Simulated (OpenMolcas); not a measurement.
## What dynamic correlation does to the levels of Cl+

| Quantity | Value |
| --- | --- |
| Program | OpenMolcas 26.06 |
| Basis | ANO-RCC-VQZP [6s5p3d2f1g] |
| Scalar Hamiltonian | DKH2, point nucleus |
| Active space | 6 electrons in 9 orbitals (RAS2 3s 3p; RAS3 3d, at most 2 electrons) |
| State averaging | 2S+1 = 3 even, 3 roots; 2S+1 = 1 even, 6 roots; 2S+1 = 3 odd, 3 roots; 2S+1 = 1 odd, 3 roots |
| Spin-orbit coupling | state interaction with AMFI integrals over the reference wave functions, term energies averaged over their components |

Methods on the same reference wave functions:
A. RASSCF
B. SS-RASPT2, IPEA 0.25 Eh, imaginary shift 0.1 Eh (closed shells correlated: 2s 2p)
C. XMS-RASPT2, IPEA 0.25 Eh, imaginary shift 0.1 Eh (closed shells correlated: 2s 2p)

Energies in cm⁻¹ above 3s² 3p⁴ ³P₂, the measured ground level; measured values from NIST Handbook of Basic Atomic Spectroscopic Data.

```tsv
Level	A	B	C	Measured
3s² 3p⁴ ³P₂	0.0	0.0	0.0	0.0
3s² 3p⁴ ³P₁	624	626	626	696
3s² 3p⁴ ³P₀	903	904	904	996
3s² 3p⁴ ¹D₂	13463	11750	11830	11654
3s² 3p⁴ ¹S₀	29516	27930	28270	27878
3s 3p⁵ ³P°₂	95007	95280	95350	93368
3s 3p⁵ ³P°₁	95580	95850	95920	94000
3s 3p⁵ ³P°₀	95872	96150	96210	94334
```

Deviations, from unrounded energies. A percentage is the sum of absolute deviations over the sum of measured energies, with the sign that they share, or ± where signs differ.

```json
{"Against measurement": "mean absolute deviation (cm-1)", "Levels": "7", "A": "1200", "B": "840", "C": "930"}
{"Against measurement": "fine structure of the ground term (%)", "Levels": "2", "A": "-9.8", "B": "-9.6", "C": "-9.6"}
{"Against measurement": "other terms of the ground configuration (%)", "Levels": "2", "A": "+8.7", "B": "+0.4", "C": "+1.4"}
{"Against measurement": "other configurations (%)", "Levels": "3", "A": "+1.7", "B": "+2.0", "C": "+2.1"}
```

B lies closest to measurement on these levels and A furthest from it. The largest miss of B in the table is 3s 3p⁵ ³P°₂, by +1900 cm-1. The ranking rests on the paired levels alone, and a cruder setting can come out closer through cancelling errors.

Between B and C the level of the table that moves most is 3s² 3p⁴ ¹S₀, by 340 cm-1 (lowest in B, highest in C). Moves below CASPT2's spread within the term are not significant.

The mean deviations of B to C differ by less than CASPT2's widest spread within a term (230 cm-1), so their order carries little weight.

From A to B the spin-free energies of the other terms of 3s² 3p⁴ shown, above ³P, scale by factors of 0.87 to 0.95.

The lowest spin-free term lies below A's lowest term by 0.111 hartree in B, 0.112 hartree in C.

CASPT2 breaks the degeneracy within a term, and the mean is taken; among the terms shown or strongly mixed into the levels shown the widest spread is 230 cm-1 (3s² 3p⁴ ¹D, C). The run also gave levels led by 3s² 3p³ 3d, which use shells meant for correlation; these and all levels above them are left out. Some terms mix strongly with configurations of 3d, whose occupation reaches 0.28 (3s 3p⁵ ³P°). Without dynamic correlation excited terms often stand tens of per cent too high (terms of higher spin than the ground term too low), and those without a measured partner can miss by more than the paired ones (holds for A). Computed and measured levels are paired by configuration, term and J; levels that our copy of the source lacks, or whose pairing is in doubt (as where it misses far off the trend of its configuration), stay unpaired and out of the deviations. Levels of configurations outside the active space are missing. Levels that lie high or do not pair safely by name in every column are left out.

° marks odd parity.
